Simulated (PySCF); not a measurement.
## Energy of N²⁺ (nitrogen, charge +2) between two integer charges

The 2p alpha orbital of [He] 2s2 2p1 is emptied in steps (occupation f), with all orbitals relaxed, ending at [He] 2s2. Computed with PySCF 2.14 in aug-pcseg-2, with the non-relativistic Hamiltonian (point nucleus). The exact energy is a straight line in f; departures are measured from the line between the end points of the same method.

Among UHF, LDA, PBE, PBE0, r2SCAN, LC-wPBE, BHandHLYP, wB97X, CAM-B3LYP, B3LYP, which shows the largest delocalisation error (convex curve), and which is closest to linear?

Most convex: LDA (-2.351 eV at f = 0.5); closest to linear: UHF (0.163 eV).

```tsv
f	UHF (eV)	LDA (eV)	PBE (eV)	PBE0 (eV)	r2SCAN (eV)	LC-wPBE (eV)	BHandHLYP (eV)	wB97X (eV)	CAM-B3LYP (eV)	B3LYP (eV)
1	0.000	0.000	0.000	0.000	0.000	0.000	0.000	0.000	0.000	0.000
0.9	0.061	-0.843	-0.834	-0.613	-0.762	-0.359	-0.396	-0.366	-0.483	-0.662
0.7	0.139	-1.972	-1.949	-1.429	-1.768	-0.835	-0.920	-0.849	-1.124	-1.544
0.5	0.163	-2.351	-2.320	-1.697	-2.089	-0.987	-1.088	-0.999	-1.332	-1.831
0.3	0.134	-1.974	-1.943	-1.419	-1.738	-0.820	-0.906	-0.822	-1.110	-1.529
0.1	0.057	-0.843	-0.827	-0.604	-0.735	-0.345	-0.384	-0.340	-0.470	-0.649
0	0.000	0.000	0.000	0.000	0.000	0.000	0.000	0.000	0.000	0.000
```

```json
{"method": "UHF", "E(f=0) − E(f=1) (eV)": "47.390", "−ε at f=1 (eV)": "48.068", "−ε at f=0.5 (eV)": "47.377"}
{"method": "LDA", "E(f=0) − E(f=1) (eV)": "47.994", "−ε at f=1 (eV)": "38.647", "−ε at f=0.5 (eV)": "47.987"}
{"method": "PBE", "E(f=0) − E(f=1) (eV)": "48.186", "−ε at f=1 (eV)": "38.925", "−ε at f=0.5 (eV)": "48.204"}
{"method": "PBE0", "E(f=0) − E(f=1) (eV)": "48.149", "−ε at f=1 (eV)": "41.340", "−ε at f=0.5 (eV)": "48.176"}
{"method": "r2SCAN", "E(f=0) − E(f=1) (eV)": "48.340", "−ε at f=1 (eV)": "39.848", "−ε at f=0.5 (eV)": "48.426"}
{"method": "LC-wPBE", "E(f=0) − E(f=1) (eV)": "48.339", "−ε at f=1 (eV)": "44.353", "−ε at f=0.5 (eV)": "48.382"}
{"method": "BHandHLYP", "E(f=0) − E(f=1) (eV)": "48.275", "−ε at f=1 (eV)": "43.873", "−ε at f=0.5 (eV)": "48.314"}
{"method": "wB97X", "E(f=0) − E(f=1) (eV)": "47.918", "−ε at f=1 (eV)": "43.841", "−ε at f=0.5 (eV)": "47.995"}
{"method": "CAM-B3LYP", "E(f=0) − E(f=1) (eV)": "48.393", "−ε at f=1 (eV)": "43.028", "−ε at f=0.5 (eV)": "48.435"}
{"method": "B3LYP", "E(f=0) − E(f=1) (eV)": "48.455", "−ε at f=1 (eV)": "41.094", "−ε at f=0.5 (eV)": "48.497"}
```

Reference removal energy between the ground levels: 47.445 eV (semi-empirical (NIST evaluation); NIST Atomic Spectra Database, ionization energies). The calculation has no spin-orbit coupling. UHF lacks correlation.
